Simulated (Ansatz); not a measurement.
`C[Si](O)(F)F` → `C[Si]F` + `OF` at 298.15 K and 1 bar (silylene formation by 1,1-elimination).

Isolated molecules relaxed with PBE0-D4/def2-TZVP in Ansatz; ΔE leaves out vibrations. CCSD(T)/CBS adds triple-zeta CCSD(T) − MP2 to the extrapolated MP2 energy (def2 sets, frozen cores). This one scheme is used for every species. One conformer a species, not always the lowest.

```json
{"species": "`C[Si](O)(F)F`", "CCSD(T)/CBS energy (Eh)": "-604.51944", "H − E (kJ/mol)": "171.1", "S (J/(mol·K))": "334.4"}
{"species": "`C[Si]F`", "CCSD(T)/CBS energy (Eh)": "-428.74649", "H − E (kJ/mol)": "112.9", "S (J/(mol·K))": "286.7"}
{"species": "`OF`", "CCSD(T)/CBS energy (Eh)": "-175.42775", "H − E (kJ/mol)": "47.4", "S (J/(mol·K))": "226.1"}
```

H − E and S are ideal-gas, rigid-rotor, harmonic terms from PBE0-D4/def2-TZVP, for one conformer and one mirror image of each species. 1 Eh = 2625.50 kJ/mol, R = 8.31446 J/(mol·K).

By hand: ΔE, ΔH, ΔS and ΔG.

ΔE = (-428.74649) + (-175.42775) − (-604.51944) = 0.34520 Eh = 906.3 kJ/mol. Δ(H − E) = 112.9 + 47.4 − 171.1 = -10.8, so ΔH = 895.5 kJ/mol. ΔS = 286.7 + 226.1 − 334.4 = 178.4 J/(mol·K). ΔG = 895.5 − 298.15 × (178.4)/1000 = 842.3 kJ/mol.

By hand: the equilibrium constant, and the temperature at which ΔG would vanish if ΔH and ΔS stayed fixed.

log₁₀ K = −ΔG/(RT ln 10) = -147.6. ΔG = 0 at ΔH/ΔS = 5020 K, far beyond where these terms or the molecules hold.

The number of gas molecules changes by +1, which sets the sign of ΔS. A doubt of 5 kJ/mol in ΔE shifts log₁₀ K by 0.9 here. Other conformers and mirror images would add mixing entropy, several J/(mol·K) or more a flexible species. These are equilibria of isolated gas molecules and say nothing of rates. Largest T1 diagnostic: 0.014 (customary marks: 0.02 for closed shells, 0.045 for open ones).
